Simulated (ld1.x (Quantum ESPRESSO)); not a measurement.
Sn, TM: configuration errors across variants

Sn (Z = 50), norm-conserving Troullier–Martins (Kleinman–Bylander form), made with ld1.x (Quantum ESPRESSO) 7.5 (PBE, scalar-relativistic). Core [Kr], reference 4d10 5s1.75 5p2.25. Waves: 5s (bound): rc 2.00 bohr; 5p (bound): rc 2.60 bohr; 4d (bound): rc 1.65 bohr. Local part: the d channel. Core correction: a·sin(br)/r model core inside 1.05 bohr.

All-electron excitation energies from the reference (eV): (1) 4d10 5s2 5p2 -1.722; (2) 4d10 5s2 5p1 5.153; (3) 4d10 5s2 5p0 19.105; (4) 4d10 5s1 5p2 12.802; (5) 4d10 5s2 5p2.3 -2.571; (6) 4d10 5s1 5p3 5.257.

Tests that are not counted but printed errors over 1 eV. “base”: 4d9 5s2 5p2 (solver errors, printed error -1492 eV). “all radii but the core radius scaled by about 0.87 (s 1.74, p 2.26, d 1.44 bohr)”: 4d9 5s2 5p2 (solver errors, printed error -14.1 eV). “all radii but the core radius scaled by about 0.96 (s 1.92, p 2.50, d 1.58 bohr)”: 4d9 5s2 5p2 (solver errors, printed error -16.1 eV). “all radii but the core radius scaled by about 1.06 (s 2.12, p 2.74, d 1.74 bohr)”: 4d9 5s2 5p2 (solver errors, printed error -16.1 eV). “all radii but the core radius scaled by about 1.15 (s 2.30, p 2.98, d 1.90 bohr)”: 4d9 5s2 5p2 (solver errors, printed error -16.1 eV).

1 further variants failed, have other tests or too few solved ones, and are left out.

A true bound ghost makes a file unfit for plane-wave use even where its test errors are small: the radial tests pick states by their node count and pass the ghost by. Where a test does run into it, the solver fails or the error is huge.

Errors AE − PS in meV (a dash: test not solved or not reliable):

| change | (1) | (2) | (3) | (4) | (5) | (6) | bound ghosts |
| --- | --- | --- | --- | --- | --- | --- | --- |
| base | +0.1 | -1.9 | -8.1 | -2.9 | +0.3 | -1.4 | s, p |
| all radii but the core radius scaled by about 0.77 (s 1.54, p 2.00, d 1.28 bohr) | +0.1 | -2.2 | -9.6 | -1.3 | +0.4 | -1.3 | s, p |
| all radii but the core radius scaled by about 0.87 (s 1.74, p 2.26, d 1.44 bohr) | 0.0 | -2.0 | -8.0 | -2.1 | +0.4 | -1.8 | s, p |
| all radii but the core radius scaled by about 0.96 (s 1.92, p 2.50, d 1.58 bohr) | +0.1 | -1.9 | -7.5 | -2.7 | +0.4 | -1.7 | s, p |
| all radii but the core radius scaled by about 1.06 (s 2.12, p 2.74, d 1.74 bohr) | +0.1 | -2.0 | -9.3 | -3.2 | +0.4 | -1.1 | s, p |
| all radii but the core radius scaled by about 1.15 (s 2.30, p 2.98, d 1.90 bohr) | +0.1 | -2.6 | -14 | -4.4 | +0.3 | -0.7 | s, p |

Task: Give the same row for: all radii but the core radius scaled by about 1.24 (s 2.48, p 3.22, d 2.04 bohr).

Result: +0.1, -4.0, -22, -8.9, 0.0, -1.5; bound ghosts: s, p. Not counted: 4d9 5s2 5p2 (solver errors, printed error -1671 eV).
